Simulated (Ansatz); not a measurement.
A structure relaxed at PBE-D4/def2-SVP in Ansatz, charge 0, singlet:

```xyz
8

Ge   -0.769    0.148   -1.346
H    -2.246   -0.273   -1.583
H    -0.164    0.741   -2.649
Se   -0.558    1.656    0.501
Ge    0.768   -0.148    1.346
H     2.246    0.277    1.572
H     0.174   -0.739    2.655
Se    0.548   -1.661   -0.495
```

**Question.** Give its formula, name or SMILES and point group.

**Answer.** cyclo-(H2GeSe)2 (Ge2H4Se2). Point group D2h (tolerance 0.1 Å).

**Question.** Summarise the bond lengths by kind (pairs closer than 1.2 times the sum of covalent radii, bridged metal pairs left out).

**Answer.** 4 × Ge–Se 2.39 Å; 4 × Ge–H 1.55 Å.
